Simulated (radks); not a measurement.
Zn+, configuration [Ne] 3s2 3p4 3d10 4s1 4d2 (not the ground configuration).

All-electron calculation, Dirac Kohn-Sham, B86b exchange with PBE correlation, spin-unpolarised, spherical densities, finite nucleus; open shells fill j = l - 1/2 first; Fermi nuclear charge, rms radius 3.9283 fm. Program: a radial shooting solver on a logarithmic mesh with Libxc functionals.

Energy parts (hartree):
total: -1788.60644
kinetic: 1822.01262
electron-nucleus: -4279.56310
Hartree: 739.22180
exchange-correlation: -70.27776

Orbitals (lengths in bohr, moments of r in powers of bohr; r(90%) holds 90 % of the orbital's charge):
orbital  occ.  eigenvalue (hartree)   <1/r>  r(90%)
1s1/2       2             -351.8032   30.23  0.0899
2s1/2       2             -44.06700   6.628   0.350
2p1/2       2             -39.01634   6.587   0.320
2p3/2       4             -38.13537   6.429   0.325
3s1/2       2              -6.12595   2.124    1.00
3p1/2       2              -4.50628   2.001    1.06
3p3/2       2              -4.38888   1.964    1.07
3d3/2       4              -1.66901   1.662    1.30
3d5/2       6              -1.65336   1.653    1.31
4s1/2       1              -0.90141  0.6579    2.97
4p1/2       0              -0.58429  0.5466    3.60
4p3/2       0              -0.57451  0.5390    3.64
5s1/2       0              -0.24321  0.2661    7.07
4d3/2       2              -0.21024  0.3180    6.12
4d5/2       0              -0.20966  0.3172    6.14

The highest occupied level is 4d3/2 at -5.721 eV. The configuration is held as typed, so some empty levels lie below it. The density falls to 0.001 e/bohr^3 at r = 5.09 bohr. Summed over all electrons, <r^2> = 53.47 bohr^2, which gives a Langevin (diamagnetic) susceptibility term of -42.4 x 10^-6 cm^3/mol. The electron density at the nucleus is 2.511e+04 e/bohr^3.
